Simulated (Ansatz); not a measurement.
Molecule: YO2, net charge 0, doublet state. The spin state was set by rule; other spins were not relaxed. 
Geometry from a B3LYP-D3(BJ)/def2-TZVP (Ansatz, an electronic-structure program) optimisation:
SMILES: [Y](=[O])=[O]
```xyz
3

Y      0.1316    -0.1384     0.1678
O      1.0697     0.4829    -1.3791
O     -1.7111     0.1919     0.5612
```
Charge 0, spin multiplicity 2.

Basis-set convergence of Hartree-Fock and CCSD(T) correlation energies (hartree) with Ansatz. Valence correlation only, unless marked. UHF or UKS for open shells. Spin-orbit coupling is left out. Frozen are the shells of the preceding noble gas and the d and f shells that filled before the atom's block. Past Kr the def2 sets carry scalar-relativistic core potentials.

The T1 diagnostic of CCSD in the largest basis is 0.061, which is high, so the coupled-cluster rows are less sure than usual.

```json
[
 {"basis": "def2-SVP", "functions": "59", "E(HF)": "-187.44685", "E(corr, CCSD(T))": "-0.44074"},
 {"basis": "def2-TZVPP", "functions": "118", "E(HF)": "(withheld)", "E(corr, CCSD(T))": "(withheld)"}
]
```

### Question
What belongs in the gaps?

### Answer

- def2-TZVPP, E(HF): -187.65037
- def2-TZVPP, E(corr, CCSD(T)): -0.54768
